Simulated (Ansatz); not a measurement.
Reaction (ligand exchange at the Sn–O bond): `[CH3][SnH]([OH])[Cl]` + silanol → `[CH3][SnH]([Cl])[O][SiH3]` + H₂O

Isolated molecules relaxed with PBE0-D4/def2-TZVP in Ansatz; ΔE leaves out vibrations. CCSD(T)/CBS adds triple-zeta CCSD(T) − MP2 to the extrapolated MP2 energy (def2 sets, frozen cores). This one scheme is used for every species. DFT in def2-TZVPP. def2 core potentials past Kr. For Sn outer-core shells are correlated without core-valence functions, which leaves a few kJ/mol of doubt a bond. One conformer a species, not always the lowest.

`[CH3][SnH]([OH])[Cl]`:

Z-matrix (Å, degrees):
```
C
Sn 1 2.113
H 1 1.089 2 110.0
H 1 1.089 2 108.2 3 119.8
H 1 1.090 2 109.6 3 -120.8
O 2 1.957 1 105.1 3 -175.3
Cl 2 2.339 1 109.1 3 -61.7
H 2 1.706 1 120.2 3 60.0
H 6 0.960 2 113.9 1 167.9
```

`O[SiH3]`:

```xyz
6

O     0.062   -0.278    1.250
Si   -0.172    0.142   -0.326
H     0.891   -0.696    1.483
H     0.852    1.118   -0.793
H    -1.517    0.757   -0.388
H    -0.115   -1.043   -1.226
```

`[CH3][SnH]([Cl])[O][SiH3]`:

```xyz
12

C     1.987    1.066    0.899
Sn   -0.014    0.391    0.991
Cl   -1.432    2.148    0.406
O    -0.211   -0.920   -0.440
Si   -1.392   -1.366   -1.477
H     2.157    1.835    1.651
H     2.661    0.226    1.069
H     2.160    1.479   -0.094
H    -0.639   -0.303    2.412
H    -1.523   -0.397   -2.599
H    -1.043   -2.700   -2.032
H    -2.710   -1.460   -0.787
```

H₂O:

```xyz
3

O     0.080   -0.243    0.293
H     0.689    0.339   -0.166
H    -0.770   -0.096   -0.127
```

```csv
level,ΔE (eV)
PBE0-D4,-0.18
r2SCANh-D4,-0.18
ωB97X-V,-0.18
r2SCANh,-0.16
BHLYP,-0.15
LC-ωPBE,-0.14
MP2/def2-SVP,-0.25
SCS-MP2/def2-QZVPP,-0.23
```

Question: What does CCSD(T)/CBS give? (Estimate.)

Answer: The calculation gave: -0.24 eV. The listed levels differ from it by 0.06, 0.06, 0.06, 0.08, 0.09, 0.10, -0.01, 0.01 eV.

Largest T1 diagnostic among the species: 0.012.

From PBE to PBE0 (25 % exact exchange), in def2-TZVPP and without D4, ΔE moves by −0.04 eV. Leaving LDA and LC-ωPBE aside and taking each functional with its dispersion term where it has one, the values, not all of them listed here, spread over 0.10 eV, from BHLYP-D4 to PBE-D4. The D4 term adds −0.09 eV with B3LYP and −0.05 eV with PBE0; it sums over pairs of atoms, weighted by their polarisabilities, and B3LYP, whose exchange is more repulsive, gets the larger term.

B3LYP here is the variant with VWN-RPA as its local correlation; programs differ in this.

CCSD(T)/CBS has its own doubt, a few kJ/mol and more with outer-core shells, so smaller differences from it don't rank the levels.
